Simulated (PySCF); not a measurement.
# Simulated absorption spectrum

2-aminobenzaldehyde, C₇H₇NO.
Numbering: `[NH2:1][c:2]1[cH:3][cH:4][cH:5][cH:6][c:7]1[CH:8]=[O:9]` (hydrogens: H10, H11 on N1; H12 on C3; H13 on C4; H14 on C5; H15 on C6; H16 on C8)

Method: PySCF 2.14.0, density-fitted response routines, TDDFT PBE0/def2-SVPD, vertical, gas phase, core orbitals frozen in the response. Geometry: GFN2-xTB, one conformer, isolated molecule.

Each state is given a Gaussian of 0.3 eV full width at half maximum, with ε(max) = 2.175×10⁸ f / Δν̃ (Δν̃ the width in cm⁻¹). The width is an assumption, not a result. The curve ends short of the highest state used, and states not computed would add to its high-energy end.

E (eV), ε (L mol⁻¹ cm⁻¹) and a bar:
```
     3.35         16 
     3.45        188 
     3.55       1202 #
     3.65       4139 #####
     3.74       7441 #########
     3.84       7958 #########
     3.94       4608 #####
     4.04       1452 ##
     4.14        252 
     4.23         32 
     4.33          2 
     4.43          0 
     4.53          0 
     4.63          0 
     4.73          3 
     4.82         33 
     4.92        249 
     5.02       1003 #
     5.12       2188 ###
     5.22       2658 ###
     5.31       2533 ###
     5.41       5301 ######
     5.51      15160 #################
     5.61      26199 ##############################
```

Problem. Where are the band maxima, and which computed states make them?

Solution. 326 nm (3.80 eV), ε about 8300, made up of S1 (100%); 238 nm (5.21 eV), ε about 2700, made up of S3 (98%) (ε in L mol⁻¹ cm⁻¹; maxima over ε = 5, shares over 10%). At its high-energy end, 5.61 eV, the curve is still rising (ε about 26000, from S4). The states used: S1 3.80 eV (f 0.093); S2 3.98 eV (f 0.0003); S3 5.20 eV (f 0.029); S4 5.65 eV (f 0.306); S5 5.91 eV (f 0.0021); S6 6.21 eV (f 0.0006).

Problem. What would ε be at 3.80 eV, the highest of these maxima, with half the width (0.15 eV)?

Solution. About 16700 L mol⁻¹ cm⁻¹ against 8340, a factor of about 2.00; a lone state at its own centre would give exactly 2.

Problem. Coming from long wavelengths, where does ε first pass 100 L mol⁻¹ cm⁻¹?

Solution. At about 362 nm (3.42 eV), 0.38 eV below S1.

Problem. On this curve, what absorbance would a 10⁻⁵ mol/L sample give at 365 nm over a 1 cm path?

Solution. 365 nm is 3.397 eV, where ε is about 55 L mol⁻¹ cm⁻¹, so A = ε c l ≈ 0.00055 (Beer–Lambert, with the gas-phase spectrum and the assumed width).

Time: 43 s wall; peak memory 0.99 GiB. Hardware: Intel Xeon Platinum 8488C, one thread, on a shared host.
